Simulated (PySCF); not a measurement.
## Excitation energy of Pr⁺ by level of theory

Pr⁺ [Xe] 4f3 6s1 (high-spin determinant) → Pr⁺ [Xe] 4f2 6s2 (high-spin determinant), as a difference of total energies. Calculation: PySCF 2.14, in x2c-TZVPPall; scalar relativity by spin-free X2C-1e. Correlated levels: valence: [Kr] 4d10 frozen; valence and next inner shell: [Ar] 3d10 frozen. The calculations carry no spin-orbit coupling.

```
                                method  excitation energy (eV)
                                   UHF                   1.263
                                   PBE                   3.161
                                  PBE0                   2.766
                                r2SCAN                   3.693
                         MP2 (valence)                   1.424
                     SCS-MP2 (valence)                   1.028
    MP2 (valence and next inner shell)                   1.506
SCS-MP2 (valence and next inner shell)                   1.145
```

**Question.** How much does correlation contribute at MP2 (valence and next inner shell)?

**Answer.** 1.506 − (1.263) = 0.243 eV, measured against UHF.

A first-order spin-orbit estimate (lowest level to lowest level, LS coupling) adds 0.015 eV.

The determinant of the upper state and of the lower state mixes LS terms, which raises its energy above the lowest term, most at the Hartree-Fock and MP2 levels.
